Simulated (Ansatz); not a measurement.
Two isomers of CH6BFOSi: A = `CB(F)[SiH2]O`, B = `CB(F)O[SiH3]`.

Program: Ansatz. Geometries: PBE0-D4/def2-TZVP. ΔE: electronic, gas phase. CBS: MP2 limit from def2 TZ/QZ plus the TZ coupled-cluster correction, frozen cores. DFT in def2-TZVPP. B3LYP here is the variant with VWN-RPA as its local correlation; programs differ in this. Each species was taken in one conformer, which may not be the lowest.

Which isomer does CCSD(T)/CBS put lower? Give the gap. (Best estimate.)

Computed: B, by 181.5 kJ/mol.

Give E(B) − E(A) in kJ/mol with HF/def2-TZVPP, PBE-D4, B3LYP-D4, PBE0-D4, ωB97M-V, CCSD/def2-TZVPP, r2SCAN-D4. (Best estimate.)

Computed: HF/def2-TZVPP -204.3, PBE-D4 -163.6, B3LYP-D4 -181.8, PBE0-D4 -172.1, ωB97M-V -184.1, CCSD/def2-TZVPP -186.2, r2SCAN-D4 -180.4. None reverses the order clearly.

Largest T1 diagnostic: 0.013.

From PBE to PBE0 (25 % exact exchange), in def2-TZVPP and without D4, E(B) − E(A) moves by −8.6 kJ/mol. In def2-TZVPP, CCSD(T) changes the Hartree–Fock value by +20.4 kJ/mol (the triples alone add +2.3 kJ/mol) and MP2 by +15.9 kJ/mol.
